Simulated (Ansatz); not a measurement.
Si(F)2(I)(OH) (F₂HIOSi), SMILES O[Si](F)(F)I.

Coordinates come from a B3LYP-D3(BJ)/def2-SVP optimisation. The def2 effective core potentials stand for the cores of I; spin–orbit coupling is left out. The values are those of a single conformer.

Two levels are set side by side: PBE/def2-SVPD (Ansatz, an electronic-structure program) and CAM-B3LYP/def2-SVPD (Ansatz). Energy differences of separate SCF runs at the same geometry; the states with an electron removed or added have multiplicity 2 and 2. Differences are taken from unrounded values.

| quantity | PBE |
|---|---|
| vertical ionisation energy (eV) | 10.47 |
| vertical singlet–triplet gap (eV) | 5.39 |

Problem. These are the PBE values. What does CAM-B3LYP give? (The exact figures need the calculation; the answer reports its results.)

Solution. 
```csv
quantity,CAM-B3LYP,PBE minus CAM-B3LYP
vertical ionisation energy (eV),10.76,-0.29
vertical singlet–triplet gap (eV),5.65,-0.26
```
